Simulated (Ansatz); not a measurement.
Born–Oppenheimer molecular dynamics of C2H5OSi (9 atoms, charge 1, multiplicity 1). It starts at the highest image of a converged band. Of that band: The profile has 2 maxima (images 1, 5) with wells between them (image 4): this band takes more than one step, which may be the mechanism or a detour left from its start path. Neighbouring images differ by up to 1.2 eV, so the band resolves the path poorly. A vibrational analysis at the climbing image gives one clearly imaginary mode, 135i cm⁻¹: a first-order saddle point.

All numbers below come from RKS r2SCAN/def2-SVP in Ansatz 0.2.0.

* ensemble: NVE (velocity Verlet)
* time step: 0.5 fs
* steps asked: 200
* starting velocities drawn for: 100 K
* seed: 12242

First frame:

```xyz
9
Properties=species:S:1:pos:R:3
C 0.132 1.290 -1.268
C 0.327 0.133 -0.493
Si 0.925 -1.392 0.123
O -0.329 -1.436 1.625
H -0.309 1.155 -2.273
H -0.712 1.711 -0.643
H 0.920 2.065 -1.223
H 0.046 -1.379 2.524
H -0.999 -2.147 1.628
```

Q: How far do the bonds stretch over the last three quarters of this one trajectory? (Pairs bonded in most of those frames.)

A: 
| bond | mean (Å) | spread (Å) | shortest | longest |
| --- | --- | --- | --- | --- |
| C1–C2 | 1.413 | 0.011 | 1.39 | 1.43 |
| C1–H5 | 1.112 | 0.004 | 1.10 | 1.12 |
| C1–H6 | 1.124 | 0.003 | 1.12 | 1.13 |
| C1–H7 | 1.104 | 0.001 | 1.10 | 1.11 |
| C2–Si3 | 1.741 | 0.012 | 1.72 | 1.76 |
| Si3–O4 | 1.925 | 0.029 | 1.87 | 1.96 |
| O4–H8 | 0.977 | 0.003 | 0.97 | 0.98 |
| O4–H9 | 0.976 | 0.005 | 0.97 | 0.98 |

Mean temperature of the second half: 88 K. The conserved energy stayed within 0.023 meV per atom of its start (net change 0.01 meV per atom), so the integration is sound. A run of 0.1 ps of so small a system gives no equilibrium averages. The orbitals stay closed-shell, which can raise the energy where a bond breaks towards radicals; this wasn't checked here. Limits of this set-up: the dipole of an ion depends on the origin.

Run time: 5.1 min on 2 threads of AMD EPYC 7R13 Processor (Zen 3), with other jobs on the host, peak memory 0.14 GiB.
